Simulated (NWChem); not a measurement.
# Polarisability of hydrogen telluride (H$_{2}$Te)

```xyz
3

Te     0.0000     0.0000     0.0441
H     -1.1845     0.0000    -1.1474
H      1.1845     0.0000    -1.1474
```
Charge 0, spin multiplicity 1.

All runs are NWChem calculations. The geometry was optimised at PBE/def2-SVP with def2 effective core potentials on Te, a minimum by its harmonic frequencies.

Basis set: def2-SVPD. The field's frequency is 0.0773 Ha (589 nm).

Effective core potentials replace the inner electrons of Te; spin-orbit coupling is left out. B3LYP has NWChem's definition, with VWN1-RPA local correlation.

Task: One of these methods gave an isotropic polarisability of 48.33 bohr³. Which?
(A) PBE
(B) B3LYP
(C) HF
(D) PBE0

Result: A, PBE. The others give 45.51 (HF), 46.79 (PBE0), 47.32 (B3LYP).
